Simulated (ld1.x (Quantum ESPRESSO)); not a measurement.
**Before and after: TM semilocal potential for Cu (Z = 29)**

copper (Cu), norm-conserving Troullier–Martins (semilocal form), made with ld1.x (Quantum ESPRESSO) 7.5 (LDA (PZ), scalar-relativistic). Core [Ar], reference 3d8 4s0 4p0 (charge +3). Waves: 4p (bound, empty): rc 1.50 bohr; 3d (bound): rc 1.05 bohr; 4s (bound, empty): rc 1.45 bohr. Local part: the s channel. Core correction: none.

All-electron outer shells of the reference configuration (LDA (PZ), scalar-relativistic, ld1.x):

```csv
shell,level (eV),outermost node (bohr),outermost maximum (bohr)
3p,-117.73,0.26,0.62
3d,-49.25,–,0.58
4s,-34.63,0.86,1.81
4p,-26.02,0.92,2.08
```

Change: wave 3d (bound): rc 1.05 bohr becomes 3d (bound): rc 1.02 bohr.

Cutoffs: the cutoffs (Ry, on a coarse ladder) from which the occupation-weighted sum of valence levels, in a spherical-Bessel basis at the reference potential, stays within 10 and 1 mRy of its value at 400 Ry; they do not see the model core or the augmentation charge, which bear on the density cutoff. Errors are all-electron minus pseudo energies relative to the spin-unpolarised reference configuration.

**Question.** How do hardness, ghosts and transferability respond?

**Answer.** Of the 9 tests that both files solve, the error grows in 0 and shrinks in 2 by more than 15 % and 0.3 meV (median size 167.7 → 150.5 meV); neither file shows a bound ghost. A semilocal file is local in each channel, so a ghost entry of none says nothing of the separable form that plane-wave codes build from it.

```tsv
quantity	base	changed
cutoff, loose	200 Ry	230 Ry
cutoff, tight	over 300 Ry	over 300 Ry
bound ghosts	none	none
error for 3d10 4s1 4p0, meV [ΔE -69.49 eV]	-65	-48
error for 3d10 4s0 4p0, meV [ΔE -61.05 eV]	-302	-284
error for 3d9 4s0 4p0, meV [ΔE -39.36 eV]	-126	-121
error for 3d10 4s0.5 4p0, meV [ΔE -66.18 eV]	-170	-152
error for 3d10 4s0 4p1, meV [ΔE -65.23 eV]	-168	-151
error for 3d7 4s0 4p0, meV [ΔE 60.03 eV]	-257	-254
error for 3d9 4s1 4p0, meV [ΔE -57.58 eV]	+44	+50
error for 3d8 4s0 4p0 (spin-polarised), meV [ΔE -1.07 eV]	+867	+874
error for 3d10 4s1 4p0 (spin-polarised), meV [ΔE -69.67 eV]	-57	-40
s: phases at 1.65 bohr within 0.05 rad from the reference energy up to (Ry; the scan ends near 5)	-1.4	-1.4
p: phases at 1.65 bohr within 0.05 rad from the reference energy up to (Ry; the scan ends near 5)	-1.1	-1.1
d: phases at 1.65 bohr within 0.05 rad from the reference energy up to (Ry; the scan ends near 5)	0.7	0.9
```
